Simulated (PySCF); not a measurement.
Ti(Cl)(OH)3 (ClH₃O₃Ti), SMILES [OH][Ti]([OH])([OH])[Cl], multiplicity 1. The structure is a stationary point at r2SCAN-D4/def2-SVP. The multiplicity is an assumed one; no other spin state was optimised. The structure was generated by enumeration; whether it is a known compound was not checked. The values are those of a single conformer.

Computed equilibrium geometry at r2SCAN-D4/def2-SVP (PySCF confirms it by a frequency run) as bond lengths and angles, and its point group (one conformer of several):
point group C3.
Atoms: Ti1 Cl2 O3 H4 O5 H6 O7 H8. Bonded distances (Å): Ti1–Cl2 2.230, Ti1–O3 1.778, Ti1–O5 1.778, Ti1–O7 1.778, O3–H4 0.965, O5–H6 0.965, O7–H8 0.965. Angles (°): Cl2–Ti1–O3 109.5, Cl2–Ti1–O5 109.5, Cl2–Ti1–O7 109.5, O3–Ti1–O5 109.4, O3–Ti1–O7 109.4, O5–Ti1–O7 109.4, Ti1–O3–H4 131.5, Ti1–O5–H6 131.5, Ti1–O7–H8 131.5.
